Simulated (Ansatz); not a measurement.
Consider the ligand exchange at a B–N bond: `BNC(C)O` + `BNCC=C` → `BN(B)CC=C` + `CC(N)O`.

Isolated molecules relaxed with PBE0-D4/def2-TZVP in Ansatz; ΔE leaves out vibrations. CCSD(T)/CBS is the MP2 limit (def2-TZVPP, def2-QZVPP) plus CCSD(T) − MP2 in def2-TZVPP, frozen cores. Functionals use def2-TZVPP. One conformer a species, not always the lowest.

```json
{"level": "r2SCAN-D4", "ΔE (kJ/mol)": "59.0"}
{"level": "PBE", "ΔE (kJ/mol)": "67.4"}
{"level": "SCS-MP2/def2-TZVPP", "ΔE (kJ/mol)": "53.1"}
{"level": "CCSD(T)/def2-TZVPP", "ΔE (kJ/mol)": "55.0"}
{"level": "MP2/def2-QZVPP", "ΔE (kJ/mol)": "51.5"}
{"level": "SCS-MP2/def2-QZVPP", "ΔE (kJ/mol)": "52.5"}
{"level": "HF/CBS(def2)", "ΔE (kJ/mol)": "51.6"}
{"level": "MP2/CBS(def2)", "ΔE (kJ/mol)": "51.3"}
```

Q: What does CCSD(T)/CBS give? (Estimate.)

A: Computed: +54.0 kJ/mol. The listed levels differ from it by 5.0, 13.4, -0.9, 1.0, -2.5, -1.5, -2.4, -2.7 kJ/mol.

Largest T1 diagnostic among the species: 0.012.

From PBE to PBE0 (25 % exact exchange), in def2-TZVPP and without D4, ΔE moves by −4.9 kJ/mol. The D4 term adds −6.3 kJ/mol with B3LYP and −3.3 kJ/mol with PBE0; it sums over pairs of atoms, weighted by their polarisabilities, and B3LYP, whose exchange is more repulsive, gets the larger term.

B3LYP here is the variant with VWN-RPA as its local correlation; programs differ in this.
